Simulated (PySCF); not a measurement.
**Spinor energies of Au⁴²⁺ (gold, charge +42)**

Start: [Kr] 4d1; 4d3/2 filled at m_j = +3/2. Calculated with PySCF 2.14 in an uncontracted even-tempered set (16 s from 5.3 bohr⁻², ratio 2.8; 14 p from 6.9 bohr⁻², ratio 2.8; 9 d from 6.9 bohr⁻², ratio 2.8; 3 f from 24 bohr⁻², ratio 3): generalised Hartree-Fock with the X2C-1e Hamiltonian and a Gaussian nucleus; one run each with spin-orbit coupling (SO) switched off, then screened by Boettger's factors.

```tsv
spinor shell	electrons	ε, spin-free (eV)	ε, screened SO (eV)	weight of nominal j (screened SO)	rms radius, screened SO (bohr)
1s1/2	2	-83171.6	-83139.7	1.000	0.0190
2s1/2	2	-16469.5	-16458.9	1.000	0.0768
2p1/2	2	-14521.7	-15845.1	1.000	0.0651
2p3/2	4	-14521.7	-14000.8	1.000	0.0730
3s1/2	2	-5413.0	-5409.0	1.000	0.194
3p1/2	2	-4834.2	-5137.9	1.000	0.185
3p3/2	4	-4834.2	-4711.1	1.000	0.201
3d3/2	4	-4221.5	-4275.3	1.000	0.175
3d5/2	6	-4221.5	-4182.0	1.000	0.179
4s1/2	2	-2452.3	-2450.8	1.000	0.408
4p1/2	2	-2235.6	-2334.0	1.000	0.403
4d3/2	1	-2012.4	-2028.8	1.000	0.410
```

Problem. Where does 4p3/2 lie, and what is the 4p spin-orbit splitting (screened SO)?

Solution. At -2195.2 eV, 138.76 eV above 4p1/2.

| quantity | spin-free | screened SO |
| --- | --- | --- |
| E (hartree) | -17854.56691 | -17884.89747 |
| M_J | 3/2 | 3/2 |
| ⟨J²⟩ | 4.274 | 3.750 |
| ⟨L²⟩ | 6.002 | 6.110 |
| ⟨S²⟩ | 0.750 | 0.859 |

Each row is a mean over spinors that exchange with the open shell spreads, by up to 14.041 eV (4p1/2).

Breit and QED terms are absent; they matter most for the inner s and p1/2 levels.

Densities and radii are taken from the X2C orbitals without a picture-change correction, which distorts them close to the nucleus.

Without spin-orbit coupling the j labels of p, d and f shells carry no meaning; the spin-free column gives the mean over the occupied spinors of each nl shell, and its ⟨J²⟩ belongs to a mixture of degenerate components.
